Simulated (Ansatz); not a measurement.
Ansatz (a program for electronic structure) input (CCSD(T)/def2-SVPD):

Ansatz 0.2 input:
```yaml
crystal:
  periodic: [false, false, false]
  atoms:
    - {symbol: Mg, position_ang: [0.00000000, 0.00000000, 0.00000000]}
    - {symbol: I, position_ang: [-0.00000000, -0.00000000, -2.59576746]}
    - {symbol: I, position_ang: [0.00000000, 0.00000000, 2.59576746]}
basis:
  gaussian:
    orbitals: def2-SVPD
total_charge: 1
magnetization: {spin_polarized: true, initial_magnetization: 1}
correlation: {method: ccsd_t, electrons: outside_noble_gas}
output: {forces: true}
```

End of the output:

```
determinant -21568.45795611 eV, -792.6262102611 hartree, with singles and doubles -21574.77600073 eV, -792.8583941184 hartree
determinant -21568.44696674 eV, -792.6258064094 hartree, with singles and doubles -21574.81085444 eV, -792.8596749686 hartree
determinant -21567.26778193 eV, -792.5824721666 hartree, with singles and doubles -21573.82034672 eV, -792.8232744812 hartree
determinant -21566.62699488 eV, -792.5589236772 hartree, with singles and doubles -21572.33627056 eV, -792.7687356882 hartree
determinant -21566.62333584 eV, -792.5587892097 hartree, with singles and doubles -21572.33329496 eV, -792.7686263370 hartree
determinant -21566.54972383 eV, -792.5560840183 hartree, with singles and doubles -21572.24997765 eV, -792.7655644826 hartree
determinant -21566.54506721 eV, -792.5559128908 hartree, with singles and doubles -21572.24490514 eV, -792.7653780712 hartree
determinant -21569.70839501 eV, -792.6721630430 hartree, with singles and doubles -21575.78627393 eV, -792.8955209737 hartree
determinant -21569.24751618 eV, -792.6552260584 hartree, with singles and doubles -21575.73832215 eV, -792.8937587782 hartree
determinant -21569.70839501 eV, -792.6721630430 hartree, with singles and doubles -21575.79337544 eV, -792.8957819495 hartree
determinant -21569.24751618 eV, -792.6552260584 hartree, with singles and doubles -21575.74548900 eV, -792.8940221552 hartree
determinant -21569.01471211 eV, -792.6466706669 hartree, with singles and doubles -21575.55283502 eV, -792.8869422520 hartree
23 core orbitals not correlated
reference -21569.70839501 eV, -792.6721630430 hartree; 8, 7 occupied and 60, 61 virtual orbitals, 1039 factors
densities: 0.57 GiB planned
second order -5.40814012 eV of doubles, -0.00000000 eV of singles
coupled cluster: 0.41 GiB planned
cycle   1  -6.08498346 eV  change   -3.0e-6 eV  update   2.9e-6
cycle   2  -6.08498452 eV  change   -1.1e-6 eV  update   1.9e-6
cycle   3  -6.08498522 eV  change   -6.9e-7 eV  update   1.2e-6
cycle   4  -6.08498483 eV  change    3.9e-7 eV  update   4.7e-7
perturbative correction -0.16678501 eV, -0.0061292361 hartree
the calculation of the forces begins
WARN: the results are in doubt because the forces break the atoms' symmetry
Total energy: -21575.96016484 eV, -792.9019113469 hartree
Atom 0 at     0.000000     0.000000     0.000000 Å, force     0.000000     0.000000     1.822970 eV/Å
Atom 1 at    -0.000000    -0.000000    -2.595767 Å, force     0.000000     0.000000    -1.318441 eV/Å
Atom 2 at     0.000000     0.000000     2.595767 Å, force    -0.000000    -0.000000    -0.504529 eV/Å
Dipole moment:     0.000000     0.000000    -1.436381 e Å
In doubt: the forces break the atoms' symmetry
```

The program attaches cautions to this result: asymmetric forces.
